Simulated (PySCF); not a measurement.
Atom-mapped SMILES (the numbers label the heavy atoms): `[CH3:1][CH2:2][O:3][SiH3:4]`; H(Xn) means a hydrogen on atom n.

- PBE0/pcSseg-1 with gauge-including orbitals
- geometry: GFN2-xTB
- run in PySCF 2.14.0 with density-fitted response routines
- one conformer, in vacuum, no relativistic terms, rapidly exchanging positions averaged

Shifts are taken against calculated references (same method and geometry level): 13C (σref 186.93) and 1H (σref 31.72) and 29Si (σref 349.16) vs TMS; H2O for 17O (σref 336.08).

```json
{"atoms": "C2", "nucleus": "13C", "count": "1", "δ (ppm)": "64.2"}
{"atoms": "C1", "nucleus": "13C", "count": "1", "δ (ppm)": "20.7"}
{"atoms": "H(Si4)", "nucleus": "1H", "count": "3", "δ (ppm)": "4.89"}
{"atoms": "Si4", "nucleus": "29Si", "count": "1", "δ (ppm)": "?"}
{"atoms": "H(C1)", "nucleus": "1H", "count": "3", "δ (ppm)": "?"}
{"atoms": "O3", "nucleus": "17O", "count": "1", "δ (ppm)": "19.6"}
{"atoms": "H(C2)", "nucleus": "1H", "count": "2", "δ (ppm)": "3.82"}
```

Fill in the missing shifts.

Answers


- H(C1): 1.30 ppm, hydrogen on a methyl carbon
- Si4: -39.1 ppm, silicon bonded to O, 3 H

Shifts are as computed. Against solution values, carbons near 30 ppm lie about +3 ppm off and those near 130 ppm about +5 ppm. Of 1211 compounds with measured shifts, 218 miss one by over three times the rms of a fit or turn the order of signals round; such compounds aren't used in these exercises. Experimental scales use liquid or dissolved standards, which lie at an offset from isolated H2O (liquid H2O: subtract about 36 ppm).
